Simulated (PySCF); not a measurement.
CH4AlClS, SMILES C[S][AlH][Cl]. Atoms are numbered in the order given.

```xyz
8

Al     0.6376    -0.4037     0.0000
Cl    -0.1756    -2.3470     0.0000
H      2.1941    -0.1738     0.0000
S     -0.7499     1.2651     0.0000
C      0.4259     2.6892     0.0000
H      0.2356     3.2927    -0.8972
H      0.2356     3.2927     0.8972
H      1.4744     2.3584     0.0000
```
Charge 0, spin multiplicity 1.

Geometry: TPSSh-D3(BJ)/def2-SVP. The values are those of a single conformer.

The numbers are results of B3LYP/def2-TZVP run with PySCF, not measurements.

Symmetry labels are those of the subgroup Cs that the program uses (full group Cs).

**Question.** List the valence orbital energies around the gap with their symmetry. (Estimate from the structure and the level; the computed values follow.)

**Answer.** 
```
orbital  symmetry  energy (eV)
-------  --------  -----------
HOMO−7         A"       -12.00
HOMO−6         A'       -11.49
HOMO−5         A'       -10.35
HOMO−4         A'        -9.62
HOMO−3         A"        -9.17
HOMO−2         A'        -8.97
HOMO−1         A'        -8.11
HOMO           A"        -7.17
LUMO           A"        -1.32
LUMO+1         A'        -0.41
LUMO+2         A'        -0.21
LUMO+3         A'         0.99
```
